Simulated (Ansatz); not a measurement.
B3P2. The state is a doublet with charge 0. Geometry PBE-D4/def2-SVP, basis def2-TZVP, Ansatz.

| atom | x (Å) | y (Å) | z (Å) |
| --- | --- | --- | --- |
| B1 | -0.632 | -0.071 | 1.187 |
| B2 | 0.474 | -0.957 | 0.422 |
| B3 | -0.662 | 0.936 | -0.070 |
| P4 | -0.434 | -0.588 | -1.256 |
| P5 | 1.254 | 0.679 | -0.282 |

```csv
run,HOMO (eV),LUMO (eV)
A,-6.32,-4.91
B,-6.07,-4.84
C,-7.20,-3.99
D,-6.54,-4.45
```

Another isomer (doublet) lies 2.02 eV lower at PBE0-D4/def2-TZVP; other spin states weren't run for this one.

HOMO and LUMO are taken over both spins.

Task: The runs used BLYP, PBE, PBE0, r2SCAN. Estimate which is which.

Result: A PBE (0 % exact exchange); B BLYP (0 % exact exchange); C PBE0 (25 % exact exchange); D r2SCAN (0 % exact exchange). Exact exchange lowers occupied and raises empty levels; among semilocal functionals meta-GGAs tend to open the gap a little, and such runs are hard to tell apart. The gap grows from 1.24 eV (BLYP) to 3.21 eV (PBE0).
